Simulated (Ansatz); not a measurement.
`C[OH+][Ga-]([OH])([OH])[OH]`, 13 atoms. The species carries charge 0 and has multiplicity 1. Correlated methods include outer-core shells of Ga, which these sets cover unevenly. Scalar relativity is left out up to krypton. All runs use 4 threads of an Arm Neoverse V1 on a shared host. Correlated methods freeze the cores.

Q: How many basis functions does each run have, and how long does it take in Ansatz? RHF-MP2/def2-TZVPP energy; RKS ωB97M-V/def2-TZVPP energy and forces; RHF-CCSD(T)/def2-SVP energy; RKS ωB97M-V/def2-QZVPP energy; RKS LC-ωPBE/def2-TZVPP energy; direct RPA on PBE orbitals/def2-TZVPP energy; RKS PBE0-D4/def2-TZVPP energy; RKS PBE0-D4/def2-TZVP frequencies; RKS ωB97M-V/def2-SVP energy; RHF-MP2/def2-QZVPP energy; RKS revPBE-D4/def2-TZVPP energy; RKS PBE0-D4/def2-TZVP relaxation (14 steps). (An estimate is asked.)

A: Computed: Other jobs shared the machine, so times are rough.

```
                                level                    job  functions  wall time  peak host memory (GiB)
             RKS revPBE-D4/def2-TZVPP                 energy        301      3.6 s                    0.46
               RKS LC-ωPBE/def2-TZVPP                 energy        301      4.7 s                    0.68
               RKS PBE0-D4/def2-TZVPP                 energy        301      6.5 s                    0.98
                   RHF-MP2/def2-TZVPP                 energy        301      7.5 s                    0.92
                 RKS ωB97M-V/def2-SVP                 energy        137        9 s                    0.58
direct RPA on PBE orbitals/def2-TZVPP                 energy        301       13 s                    0.93
               RKS ωB97M-V/def2-TZVPP      energy and forces        301       22 s                     1.3
                 RHF-CCSD(T)/def2-SVP                 energy        137       35 s                     1.1
               RKS ωB97M-V/def2-QZVPP                 energy        584       41 s                       3
                   RHF-MP2/def2-QZVPP                 energy        584       66 s                     4.8
                RKS PBE0-D4/def2-TZVP  relaxation (14 steps)        245       97 s                    0.81
                RKS PBE0-D4/def2-TZVP            frequencies        245    6.2 min                    0.85
```

LC-ωPBE has ω = 0.4 bohr⁻¹.
